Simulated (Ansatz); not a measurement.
Input:

```yaml
crystal:
  periodic: [false, false, false]
  atoms:
    - { symbol: B, position_ang: [-0.398981, 1.39537, -0.592105] }
    - { symbol: B, position_ang: [-0.187298, -0.20975, -0.208959] }
    - { symbol: B, position_ang: [0.690479, -1.064078, 0.91715] }
    - { symbol: Cl, position_ang: [-1.145425, -1.299425, -1.277243] }
    - { symbol: H, position_ang: [-1.294418, 2.057351, -0.095596] }
    - { symbol: H, position_ang: [0.302105, 1.951479, -1.420214] }
    - { symbol: H, position_ang: [1.815258, -1.46818, 0.676141] }
    - { symbol: H, position_ang: [0.21828, -1.362777, 2.000816] }
basis:
  gaussian: { orbitals: def2-SVP }
hamiltonian:
  xc: pbe
neb:
  order_check: false
  images: 7
  f_tol: 0.05
  max_iterations: 60
  final_atoms:
    - { symbol: B, position_ang: [-0.39861188, 1.39304508, -0.59114675] }
    - { symbol: B, position_ang: [-0.18702194, -0.21268925, -0.20785733] }
    - { symbol: B, position_ang: [0.69178879, -1.06554483, 0.91892233] }
    - { symbol: Cl, position_ang: [-1.15083997, -1.28778059, -1.28468898] }
    - { symbol: H, position_ang: [-1.29644695, 2.05319498, -0.09669232] }
    - { symbol: H, position_ang: [0.30174122, 1.94746789, -1.42090599] }
    - { symbol: H, position_ang: [0.22124637, -1.36220004, 2.00380887] }
    - { symbol: H, position_ang: [1.81814437, -1.46550324, 0.67855017] }
  initial_path:
    images:
      - { positions_ang: [[-0.398981, 1.39537, -0.592105], [-0.187298, -0.20975, -0.208959], [0.690479, -1.064078, 0.91715], [-1.145425, -1.299425, -1.277243], [-1.294418, 2.057351, -0.095596], [0.302105, 1.951479, -1.420214], [1.815258, -1.46818, 0.676141], [0.21828, -1.362777, 2.000816]] }
      - { positions_ang: [[-0.36689637, 1.35923641, -0.59704171], [-0.24272111, -0.24520973, -0.22960416], [0.67582013, -1.03388736, 0.8954337], [-1.2547425, -1.31446384, -1.22817029], [-1.17987652, 2.05790974, -0.0672782], [0.34135826, 1.8805965, -1.42220149], [1.71358189, -1.16687254, 0.85306694], [0.31347622, -1.53731918, 1.79578521]] }
      - { positions_ang: [[-0.33481173, 1.32310281, -0.60197843], [-0.29814421, -0.28066945, -0.25024931], [0.66116125, -1.00369671, 0.87371739], [-1.36405999, -1.32950269, -1.17909759], [-1.06533505, 2.05846848, -0.0389604], [0.38061152, 1.809714, -1.42418897], [1.61190578, -0.86556507, 1.02999288], [0.40867244, -1.71186137, 1.59075442]] }
      - { positions_ang: [[-0.3027271, 1.28696922, -0.60691514], [-0.35356732, -0.31612918, -0.27089447], [0.64650238, -0.97350607, 0.85200109], [-1.47337749, -1.34454153, -1.13002488], [-0.95079357, 2.05902722, -0.01064259], [0.41986478, 1.7388315, -1.42617646], [1.51022968, -0.56425761, 1.20691882], [0.50386866, -1.88640355, 1.38572363]] }
      - { positions_ang: [[-0.27064247, 1.25083563, -0.61185185], [-0.40899043, -0.35158891, -0.29153963], [0.6318435, -0.94331543, 0.83028478], [-1.58269498, -1.35958037, -1.08095218], [-0.8362521, 2.05958596, 0.01767521], [0.45911803, 1.667949, -1.42816394], [1.40855357, -0.26295014, 1.38384476], [0.59906488, -2.06094574, 1.18069285]] }
      - { positions_ang: [[-0.30263482, 1.28638799, -0.60667558], [-0.35349831, -0.31686399, -0.27061905], [0.64682982, -0.97387278, 0.85244417], [-1.47473123, -1.34163043, -1.13188638], [-0.95130081, 2.05798821, -0.01091667], [0.41977383, 1.73782872, -1.42634945], [1.11172677, -0.53776262, 1.53883579], [0.90383475, -1.91208511, 1.05515718]] }
      - { positions_ang: [[-0.33462718, 1.32194035, -0.6014993], [-0.29800619, -0.28213908, -0.24969848], [0.66181614, -1.00443013, 0.87460356], [-1.36676747, -1.32368048, -1.18282058], [-1.06634953, 2.05639047, -0.03950856], [0.38042963, 1.80770844, -1.42453497], [0.81489997, -0.81257509, 1.69382682], [1.20860463, -1.76322449, 0.92962151]] }
      - { positions_ang: [[-0.36661953, 1.35749272, -0.59632302], [-0.24251407, -0.24741417, -0.22877791], [0.67680247, -1.03498748, 0.89676294], [-1.25880372, -1.30573053, -1.23375478], [-1.18139824, 2.05479273, -0.06810044], [0.34108542, 1.87758816, -1.42272048], [0.51807317, -1.08738757, 1.84881784], [1.5133745, -1.61436386, 0.80408584]] }
      - { positions_ang: [[-0.39861188, 1.39304508, -0.59114675], [-0.18702194, -0.21268925, -0.20785733], [0.69178879, -1.06554483, 0.91892233], [-1.15083997, -1.28778059, -1.28468898], [-1.29644695, 2.05319498, -0.09669232], [0.30174122, 1.94746789, -1.42090599], [0.22124637, -1.36220004, 2.00380887], [1.81814437, -1.46550324, 0.67855017]] }
```

Command:

```bash
$ ansatz run input.yaml --threads 1 --pin off --max-ram 2048MiB --backend cpu --events-out ev --progress --plain --runs-dir out
```

Hardware: 1 thread of Arm Neoverse N1 (shared host).

**Question.** Roughly how long does this run take, and how much memory?

**Answer.** 3.6 min, with a peak of 0.15 GiB, for 9 band iterations.
